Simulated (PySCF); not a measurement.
Cl3Si, SMILES Cl[Si](Cl)Cl, multiplicity 2.

Geometry: PBE0-D3(BJ)/def2-SVP. The isomer is the one that the SMILES or the coordinates give; other isomers of the formula were not compared.

Computed with TDA-M06-2X/def2-SVPD (PySCF 2.14.0).

Vertical excitations; the highest root listed may be one member of a degenerate set. 

Computed excitation energies, oscillator strengths and character:
| state | energy (eV) | λ (nm) | f | main pairs |
|---|---|---|---|---|
| root 1 | 4.56 | 272 | 0.000 | β HOMO→LUMO 96 % |
| root 2 | 4.92 | 252 | 0.001 | β HOMO−1→LUMO (degenerate set) |
| root 3 | 4.92 | 252 | 0.001 | β HOMO−2→LUMO (degenerate set) |
| root 4 | 5.31 | 234 | 0.009 | α HOMO→LUMO 85 % |
| root 5 | 5.35 | 232 | 0.001 | α HOMO→LUMO+2, β HOMO−3→LUMO (degenerate set) |
| root 6 | 5.35 | 232 | 0.001 | α HOMO→LUMO+1, β HOMO−4→LUMO (degenerate set) |
| root 7 | 5.56 | 223 | 0.100 | α HOMO→LUMO+2, β HOMO−3→LUMO (degenerate set) |
| root 8 | 5.56 | 223 | 0.100 | α HOMO→LUMO+1, β HOMO−4→LUMO (degenerate set) |
| root 9 | 6.33 | 196 | 0.040 | β HOMO−5→LUMO 82 % |
| root 10 | 6.76 | 183 | 0.010 | α HOMO→LUMO+3 74 %, α HOMO→LUMO+6 12 % |
Unrestricted roots are not spin-pure.
